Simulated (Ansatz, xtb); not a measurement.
# A geometry optimisation of F2OSiSn with r2SCAN-D4/def2-SVP

The starting geometry of this gas-phase singlet was built from a drawn formula by distance geometry and a force field; its bonds are those of `[F][Sn]1([F])[O][Si]1`.

```xyz
5

F     0.9260   -0.7497    0.8875
F    -1.8759    0.2385   -0.5530
O     0.5494   -0.9877   -2.2189
Si    1.3478    0.4260   -2.7349
Sn    0.0980    0.0954   -0.5911
```

Q: Predict what it relaxes into with r2SCAN-D4/def2-SVP.

A: New bonds form, giving a structure with F1 bridging Sn5 and Si4, F2 bridging Sn5 and Si4, given below by its coordinates. Distances that change by over a tenth: F1–Sn5 (1.89 → 2.20 Å), F2–Sn5 (1.98 → 2.20 Å), Si4–Sn5 (2.50 → 2.75 Å). Contacts that close: F1–Si4 (3.83 → 1.90 Å), F2–Si4 (3.90 → 1.90 Å).

The energy falls by 3.01 eV over 27 steps:

| step | E − E(last) (eV) |
| --- | --- |
| 1 | 3.007 |
| 4 | 1.844 |
| 7 | 1.612 |
| 10 | 1.421 |
| 13 | 1.360 |
| 15 | 1.270 |
| 18 | 0.854 |
| 21 | 0.139 |
| 24 | 0.004 |
| 27 | 0.000 |

Final geometry (Å):

```xyz
5

F     0.8145   -1.1981   -0.1964
F    -1.1909   -0.4564   -1.2852
O     0.9311    0.7276   -1.7432
Si    0.4961   -0.8838   -2.0398
Sn   -0.0055    0.8332    0.0541
```

From the same start GFN2-xTB ends elsewhere, differing in F1–Si4 (3.02 against 1.90 Å here), F2–Si4 (3.04 against 1.90 Å here), O3–Sn5 (2.77 against 2.03 Å here).

The end wasn't checked by frequencies. Atoms past krypton carry core potentials, without spin–orbit terms. Run with Ansatz 0.2.0, 100 s on 1 thread of Arm Neoverse V2 (shared host).
